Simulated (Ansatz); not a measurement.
`[OH][Ga]([Br])[Br]`, charge 0, multiplicity 1.

Q: Give a relaxed structure at PBE0-D4/def2-TZVP (Ansatz). (Estimate.)

A: Computed: 
Z-matrix (Å, degrees):
```
Ga
O 1 1.767
Br 1 2.255 2 118.3
Br 1 2.270 2 120.3 3 -180.0
H 2 0.961 1 112.8 3 -180.0
```
Point group Cs.
